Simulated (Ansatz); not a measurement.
`[OH][GeH]([Cl])[Cl]` + H₂ → `[Cl][GeH2][Cl]` + H₂O at 600 K and 1 bar (hydrogenolysis of a Ge–O bond).

Calculated with Ansatz (gas phase, PBE0-D4/def2-TZVP geometries, no zero-point term in ΔE). CCSD(T)/CBS is the MP2 limit (def2-TZVPP, def2-QZVPP) plus CCSD(T) − MP2 in def2-TZVPP, frozen cores. This one scheme is used for every species. For Ge outer-core shells are correlated without core-valence functions, which leaves a few kJ/mol of doubt a bond. Scalar relativity is left out up to krypton. One conformer a species, not always the lowest.

```csv
species,CCSD(T)/CBS energy (Eh),H − E (kJ/mol),S (J/(mol·K))
`[OH][GeH]([Cl])[Cl]`,-3072.15640,113.3,405.6
H₂,-1.17544,43.9,150.8
`[Cl][GeH2][Cl]`,-2996.94498,87.0,354.5
H₂O,-76.37941,76.8,212.8
```

H − E and S are ideal-gas, rigid-rotor, harmonic terms from PBE0-D4/def2-TZVP, for one conformer and one mirror image of each species. The MP2-based limit puts H₂ 0.8 mEh under its directly extrapolated value; such offsets cancel only in part. 1 Eh = 2625.50 kJ/mol, R = 8.31446 J/(mol·K).

Question: By hand: ΔE, ΔH, ΔS and ΔG.

Answer: ΔE = (-2996.94498) + (-76.37941) − (-3072.15640) − (-1.17544) = 0.00745 Eh = 19.6 kJ/mol. Δ(H − E) = 87.0 + 76.8 − 113.3 − 43.9 = 6.6, so ΔH = 26.2 kJ/mol. ΔS = 354.5 + 212.8 − 405.6 − 150.8 = 10.9 J/(mol·K). ΔG = 26.2 − 600 × (10.9)/1000 = 19.7 kJ/mol.

Question: By hand: the equilibrium constant, and the temperature at which ΔG would vanish if ΔH and ΔS stayed fixed.

Answer: log₁₀ K = −ΔG/(RT ln 10) = -1.7. ΔG = 0 at ΔH/ΔS = 2404 K, though so small a ΔS makes that figure unsure.

The number of gas molecules stays the same, so ΔS is small and ΔH decides. A doubt of 5 kJ/mol in ΔE shifts log₁₀ K by 0.4 here. Other conformers and mirror images would add mixing entropy, several J/(mol·K) or more a flexible species. These are equilibria of isolated gas molecules and say nothing of rates. Largest T1 diagnostic: 0.010 (customary marks: 0.02 for closed shells, 0.045 for open ones).
